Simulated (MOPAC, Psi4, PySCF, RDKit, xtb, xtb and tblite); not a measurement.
Two geometries of C2H9BSi, SMILES B[SiH2]CC, singlet, relaxed at GFN2-xTB with one dihedral held; other torsions can differ between them too.

Structure A

```
13

B      1.9644     0.6894    -0.4847
Si     0.9698    -0.8339     0.2284
C     -0.8916    -0.5924    -0.2233
C     -1.4531    -1.7188    -1.0811
H      2.3703     0.7028    -1.5824
H      2.1388     1.6594     0.1467
H      1.0141    -1.0267     1.6925
H      1.3545    -2.1601    -0.2946
H     -1.0277     0.3534    -0.7531
H     -1.4795    -0.5178     0.6921
H     -1.3740    -2.6699    -0.5604
H     -0.9061    -1.7992    -2.0181
H     -2.5030    -1.5435    -1.3155
```

Structure B

```
13

B     -1.9559     0.7047    -0.4476
Si    -0.9523    -0.8290     0.2287
C      0.9061    -0.6004    -0.2195
C      1.8513    -1.2469     0.7839
H     -2.4301     0.7134    -1.5174
H     -2.0825     1.6805     0.1858
H     -0.9980    -1.0038     1.6954
H     -1.3256    -2.1630    -0.2841
H      1.0910    -1.0197    -1.2098
H      1.1432     0.4641    -0.2881
H      1.7224    -0.8067     1.7696
H      1.6530    -2.3133     0.8619
H      2.8904    -1.1130     0.4838
```

Problem. Which is lower in energy at the level DF-MP2 (frozen core)/cc-pVTZ // GFN2-xTB in Psi4, and by how much?

Solution. B is lower, by 0.97 kcal/mol (dihedral B1–Si2–C3–C4: 120° in A, 150° in B).

E(B) − E(A) in kcal/mol at the other levels, on the same two geometries: GFN2-xTB (xtb and tblite) -0.57; PBE0/def2-TZVP // GFN2-xTB (Psi4) -0.88; PBE0-D3(BJ)/def2-TZVP // GFN2-xTB (Psi4) -0.86; PBE/def2-TZVP // GFN2-xTB (Psi4) -0.82; PBE-D3(BJ)/def2-TZVP // GFN2-xTB (Psi4) -0.81; r2SCAN/def2-TZVP // GFN2-xTB (Psi4) -0.92; HF/cc-pVTZ // GFN2-xTB (Psi4) -1.00; UFF // GFN2-xTB (RDKit) -1.04; PM7, restricted, heats of formation // GFN2-xTB (MOPAC) -0.37; AM1, restricted, heats of formation // GFN2-xTB (MOPAC) -0.27; GFN1-xTB // GFN2-xTB (xtb) -0.61; restricted B3LYP/6-31G*, spherical d // GFN2-xTB (PySCF) -0.86; restricted B3LYP/6-311+G**, spherical d, density fitting // GFN2-xTB (PySCF) -0.86; restricted Hartree-Fock/STO-3G // GFN2-xTB (PySCF) -0.86; restricted Hartree-Fock/LANL2DZ, with its core potentials past Ne // GFN2-xTB (PySCF) -0.82.
